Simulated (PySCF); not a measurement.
**Dipole moment and polarisability of `C[C@@H]1C[SiH2]N[Si@H]1N(C)C`**

Compound: C₅H₁₆N₂Si₂.
Structure used (PBE0-D3(BJ)/def2-SVP), in Å, numbered top down from 1:
```
atom  x, y, z in Å
C1    -1.8297   -1.8215    0.5209
C2    -1.3862   -0.4341    0.0713
C3    -2.4752    0.3569   -0.6778
Si4   -1.6388    1.8162   -1.5392
N5    -0.0691    1.1008   -1.7988
Si6    0.1894   -0.4248   -0.9955
N7     1.6975   -0.4572   -0.1428
C8     2.0639    0.6134    0.7472
C9     2.5739   -1.5962   -0.1059
H10   -2.0957   -2.4534   -0.3426
H11   -1.0316   -2.3424    1.0749
H12   -2.7135   -1.7748    1.1789
H13   -1.0999    0.1471    0.9704
H14   -2.9220   -0.2778   -1.4649
H15   -3.3040    0.6581   -0.0144
H16   -1.5862    3.0414   -0.6723
H17   -2.3135    2.2207   -2.8138
H18    0.6449    1.5269   -2.3791
H19    0.2558   -1.6208   -1.8970
H20    2.0237    0.3152    1.8144
H21    3.0933    0.9695    0.5477
H22    1.3899    1.4730    0.6100
H23    3.6168   -1.3126   -0.3488
H24    2.2554   -2.3516   -0.8397
H25    2.5951   -2.0853    0.8890
```

Level: PBE0/def2-SVPD (PySCF), static field, nuclei fixed, core orbitals frozen in the response. The polarisability tensor in these axes (au):

```
x   135.79  -7.90   6.19
y    -7.90 129.65  -8.25
z     6.19  -8.25 114.11
```

Question: Diagonalise the tensor; give its mean and Δα, where Δα² is half the sum of the squared differences of the eigenvalues.

Answer: Principal values 110.25, 124.91 and 144.40 au; mean 126.52 au = 18.75 Å³ = 20.86 × 10⁻⁴⁰ C²·m²/J; Δα = 29.68 au (23 % of the mean).

Question: What is the dipole moment, and where does it point?

Answer: (0.72, -0.14, 0.46) D, 0.87 D in size, pointing from the negative to the positive side. Measured along this direction, the outermost atoms are H17 at the negative end and H23 and H25 at the positive end.

Question: In TDDFT the mean static polarisability is Σ f/ω² over all singlet excitations (ω in hartree). How much of it do the 10 lowest give? Their energies (eV) and oscillator strengths: 5.59, 0.0080; 5.77, 0.0345; 6.04, 0.0004; 6.38, 0.0061; 6.47, 0.0094; 6.62, 0.0085; 6.78, 0.0048; 6.82, 0.0113; 6.92, 0.0275; 7.05, 0.0093.

Answer: They add up to 2.21 au, 1.7 % of the 126.52 au; the largest single term is 0.77 au, from the state at 5.77 eV. Terms in order: 0.19, 0.77, 0.01, 0.11, 0.17, 0.14, 0.08, 0.18, 0.42, 0.14 au. Higher excitations give the rest. The strengths listed sum to 0.120.

Question: Along which axes do the principal values lie, and how far do the nuclei extend along each?

Answer: Largest value along (0.75, -0.58, 0.31), where the nuclei span 7.34 Å; middle along (0.65, 0.74, -0.19), 5.90 Å; least along (-0.12, 0.35, 0.93), 3.92 Å. The response follows the extents in order.

Question: Give the eigenvalues of the traceless quadrupole moment Θ = ½Σq(3rr − r²1), origin at the centre of nuclear charge.

Answer: -3.38, -0.94, 4.32 D·Å. The values depend on the origin, since the dipole doesn't vanish. The electronic extent ⟨r²⟩ about the same centre is 1939 bohr², a root-mean-square distance of 2.48 Å for the 88 electrons.

The structure is a single PBE0-D3(BJ)/def2-SVP conformer in the gas phase; no vibrational or solvent corrections.
